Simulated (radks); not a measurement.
Question: Ionisation of the vanadium ion V+, [Ar] 3d4, to [Ar] 3d3 as the strength of local exchange is varied. All-electron calculation, non-relativistic Kohn-Sham, Slater X-alpha exchange (alpha = 2/3 is LDA exchange), no correlation, spin-polarised, spherical densities, point nucleus; open shells are filled with parallel spins first. Program: a radial shooting solver on a logarithmic mesh with Libxc functionals.

| alpha | E(V+) (hartree) | exchange (hartree) | IE (eV) | -e of the level emptied (eV) | <r> of it (bohr) |
|---|---|---|---|---|---|
| 0.632 | -937.55125 | -38.91855 | 14.528 | 8.841 (3d) | 1.570 |
| 0.667 | -939.70913 | -41.17194 | 15.075 | 9.267 (3d) | 1.541 |
| 0.778 | -946.58666 | -48.38551 | 16.917 | 10.733 (3d) | 1.458 |
| 0.864 | -951.95063 | -54.04395 | 18.455 | 11.991 (3d) | 1.400 |
| 1.005 | -960.81154 | -63.45073 | 21.183 | 14.286 (3d) | 1.318 |
| x | -943.29635 | -44.92850 | 16.017 | 10.012 (3d) | 1.496 |

Which alpha was used in the last row?

Answer: alpha = 0.725. NIST Atomic Spectra Database: 14.63 eV (measured). The Delta-SCF value meets it near alpha = 0.64. Open shells are spherical and high-spin; term and fine-structure splittings are not resolved.
